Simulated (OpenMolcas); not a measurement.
A run on Pd3+ with its 6 nearest chloride ions at 2.619 Å, on the Y site of Cs2NaYCl6 (a = 10.7396 Å, distance in the model lattice 2.619 Å). The rest of the host is ab initio model potentials to 7.6 Å, with orthogonalisation functions on the cations behind the ligands, and point charges beyond; the distance is set by hand and nothing relaxes. Ligand basis ANO-RCC-VDZP.

```
Program             : OpenMolcas
Method              : SS-CASPT2, IPEA 0.25 Eh, imaginary shift 0.1 Eh (closed shells correlated: 4s 4p and the ligand valence shells)
Basis               : ANO-RCC-VTZP [7s6p4d2f1g]
Scalar Hamiltonian  : DKH2, point nucleus
Active space        : 7 electrons in 5 orbitals (4d)
State averaging     : 2S+1 = 4 even, 10 roots; 2S+1 = 2 even, 40 roots
Spin-orbit coupling : RASSI with atomic mean-field integrals over the reference wave functions
```

First CASPT2 step and the start of its output:

```
&CASPT2
Multistate=10 1 2 3 4 5 6 7 8 9 10
NoMult
Frozen=23 21
IPEA=0.25
Imaginary=0.1
MaxIter=60
WThr=0.0 0.3 0.05
PrWF=0.5
NoMix
```

```
--- CASPT2 ---
Orbital specifications:
      -----------------------

      Symmetry species                           1   2
                                                ag  au
      Frozen orbitals                           23  21
      Inactive orbitals                         13  15
      Active orbitals                            5   0
      Secondary orbitals                        61  62
      Deleted orbitals                           0   0
      Number of basis functions                102  98
Type of calculation                        SS-CASPT2
      Fock operator                              state-specific
      IPEA shift                                 0.25
      Real shift                                 0.00
      Imaginary shift                            0.10
      The input orbitals will be transformed to quasi-canonical
Reference energy:       -7808.3478193237
      E2 (Non-variational):      -1.5836867100
      Shift correction:          -0.0058941161
      E2 (Variational):          -1.5895808261
      Total energy:           -7809.9374001499
      Residual norm:              0.0000004826
      Reference weight:           0.61609
      Contributions to the CASPT2 correlation energy
      Active & Virtual Only:         -0.1282024868
      One Inactive Excited:          -0.3837435188
      Two Inactive Excited:          -1.0717407044
Reference energy:       -7808.3478193237
      E2 (Non-variational):      -1.5837040216
      Shift correction:          -0.0058667635
      E2 (Variational):          -1.5895707851
      Total energy:           -7809.9373901088
      Residual norm:              0.0000004946
      Reference weight:           0.61621
      Contributions to the CASPT2 correlation energy
      Active & Virtual Only:         -0.1282368124
...
```

Over all roots the printed reference weights run from 0.19 to 0.64, and roots that are degenerate in the reference spread by up to 10000 cm-1.

Task: Did the run give usable levels, and if not, why?

Result: No. The equations converged, but the reference weight falls to 0.19 for at least one root against 0.64 for the best. A drop of that size marks an intruder state, so the energies of such roots and the levels built on them can't be trusted.
